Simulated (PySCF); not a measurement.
## Two-dimensional NMR puzzle

Compound of formula C4H5NOSi. Correlations simulated from computed shifts and the bond graph:

HSQC (one-bond C–H):
| δH | δC |
| --- | --- |
| 12.09 | 238.1 |
| 6.99 | 152.6 |
| 6.61 | 152.6 |
| 6.51 | 128.2 |

COSY cross peaks (H two or three bonds apart, from the bond graph; peaks can be absent where the dihedral angle is near 90°):
| δH | δH |
| --- | --- |
| 12.09 | 4.88 |
| 6.99 | 6.61 |
| 6.99 | 6.51 |
| 6.61 | 6.51 |
| 6.51 | 4.88 |

HMBC (two and three bonds, from the bond graph):
| δH | δC |
| --- | --- |
| 12.09 | 128.2, 122.4 |
| 6.99 | 128.2 |
| 6.61 | 128.2 |
| 6.51 | 238.1, 152.6, 122.4 |
| 4.88 | 238.1, 152.6, 128.2, 122.4 |

Carbons without hydrogens: δ 122.4.

Single conformer, isolated molecule, relativity neglected. Coordinates at the GFN2-xTB level; shielding tensors at PBE0/pcSseg-1 (GIAO); PySCF 2.14.0 with density-fitted response routines.

Chemical shifts δ = σref − σ; ¹H (31.72 ppm), ¹³C (186.93 ppm) against TMS, all at this level.

Exchangeable hydrogens are left out of these lists.

Q: Which molecule is this?

A: SMILES C=C[Si@H](C#N)C=O.

Numbering as in the mapped SMILES `[CH2:1]=[CH:2][Si@H:3]([C:4]#[N:5])[CH:6]=[O:7]`. Hydrogens are named by the atom that carries them. Ha(C1) is cis to Si3; Hb(C1) is trans to Si3.

- δC 238.1 is C6, a carbonyl carbon (δH 12.09).
- δC 152.6 is C1, a terminal =CH2 carbon (δH 6.99, 6.61).
- δC 128.2 is C2, an alkene CH (δH 6.51).
- δC 122.4 is C4, a nitrile carbon.
- HMBC from δH 12.09 reaches the proton-free carbon C4.
- HMBC from δH 6.51 reaches the proton-free carbon C4.
- HMBC from δH 4.88 reaches the proton-free carbon C4.
- COSY links 12.09–4.88, 6.99–6.61, 6.99–6.51, 6.61–6.51, 6.51–4.88.

The data come from this structure; uniqueness wasn't tested.

Shifts are as computed. Against solution values, carbons near 30 ppm lie about +3 ppm off and those near 130 ppm about +5 ppm. Of 1309 compounds with measured shifts, 239 miss one by over three times the rms of a fit or turn the order of signals round; such compounds aren't used in these exercises.
